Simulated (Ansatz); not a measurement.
`CC[O][GaH2]` and `CCOC` differ in one atom or group.

Ansatz, PBE0-D4/def2-TZVP geometries, multiplicity 1. Each molecule was computed in one conformer, which needn't be the lowest.

Scalar relativity is left out up to krypton.

| property | `CC[O][GaH2]` |
| --- | --- |
| zero-point energy (PBE0-D4/def2-TZVP) / kJ/mol | 219.5 |
| size of the dipole moment (B3LYP/def2-TZVPP) / D | 1.21 |
| HOMO energy (PBE/def2-TZVPP) / eV | -6.35 |
| LUMO energy (B3LYP/def2-TZVPP) / eV | -1.41 |
| ideal-gas entropy at 298 K and 1 bar (rigid rotor, harmonic PBE0-D4/def2-TZVP) / J/(mol·K) | 336 |
| HOMO energy (PBE0/def2-TZVPP) / eV | -7.74 |

(1) Give the same properties after the change, and the shifts. (An estimate is asked.)

Answers

(1) The calculation gave: 
| property | `CCOC` | shift |
| --- | --- | --- |
| zero-point energy (PBE0-D4/def2-TZVP) / kJ/mol | 284.2 | 64.7 |
| size of the dipole moment (B3LYP/def2-TZVPP) / D | 1.12 | -0.09 |
| HOMO energy (PBE/def2-TZVPP) / eV | -5.78 | 0.57 |
| LUMO energy (B3LYP/def2-TZVPP) / eV | 1.01 | 2.42 |
| ideal-gas entropy at 298 K and 1 bar (rigid rotor, harmonic PBE0-D4/def2-TZVP) / J/(mol·K) | 302 | -34 |
| HOMO energy (PBE0/def2-TZVPP) / eV | -7.36 | 0.38 |

With PBE0 the HOMO rises by 0.38 eV and the LUMO rises by 2.50 eV, so the gap widens by about 2.12 eV. PBE moves the HOMO by 0.57 eV and ωB97M-V by 0.35 eV. The zero-point energy changes by 64.7 kJ/mol with +3 modes. Dipoles are sizes alone; their direction can turn. Modes under 60 cm⁻¹, often nearly free rotors, make the harmonic entropy too high.

B3LYP here is the variant with VWN-RPA as its local correlation; programs differ in this.
